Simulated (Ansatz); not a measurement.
C2H4F, doublet, at a GFN2-xTB geometry, with bond 4-1 at 1.8 times its length; Ansatz (an electronic-structure program) with CASSCF(3,4)/STO-3G.

Ansatz was given this input:
Ansatz 0.2 input:
```yaml
crystal:
  periodic: [false, false, false]
  atoms:
    - {symbol: C, position_ang: [-1.16553401, 0.18073828, -0.27310863]}
    - {symbol: C, position_ang: [0.28464573, 0.39919424, -0.16684820]}
    - {symbol: F, position_ang: [1.01770171, -0.57839873, 0.40561743]}
    - {symbol: H, position_ang: [-1.93760148, 1.46960717, -1.52592384]}
    - {symbol: H, position_ang: [-1.67318377, 0.30040910, 0.69392193]}
    - {symbol: H, position_ang: [-1.36695734, -0.83331423, -0.61775863]}
    - {symbol: H, position_ang: [0.76061569, 1.36212196, -0.11786204]}
basis:
  gaussian:
    orbitals: STO-3G
hamiltonian:
  xc: hf
correlation: {active_space: {window: {electrons: 3, orbitals: 4}}}
magnetization: {spin_polarized: false, initial_magnetization: 1}
```

The log (banner, timings and long lists left out):

```
Functional definition: HF
267 factors; integrals over basis functions are off by at most 3.9e-5 eV
mean field evaluation 1: about -4754.0542 eV, gradient 2.5e1 eV
mean field evaluation 2: about -4754.1929 eV, gradient 2.5e1 eV
mean field evaluation 4: about -4758.6576 eV, gradient 4.1e0 eV
mean field evaluation 8: about -4759.2595 eV, gradient 1.1e-1 eV
mean field evaluation 16: about -4759.2124 eV, gradient 2.8e0 eV
mean field -4759.25570221 eV, -174.8994211167 hartree, gradient 1.2e-6 eV, S^2 0.750000; 1 other end points of the search recorded, 0 dependent functions left out
reference -4759.25570221 eV, -174.8994211167 hartree; 13, 12 occupied and 6, 7 virtual orbitals, 267 factors
state -4761.62549567 eV, -174.9865094200 hartree
Total energy: -4761.62549567 eV, -174.9865094200 hartree
```
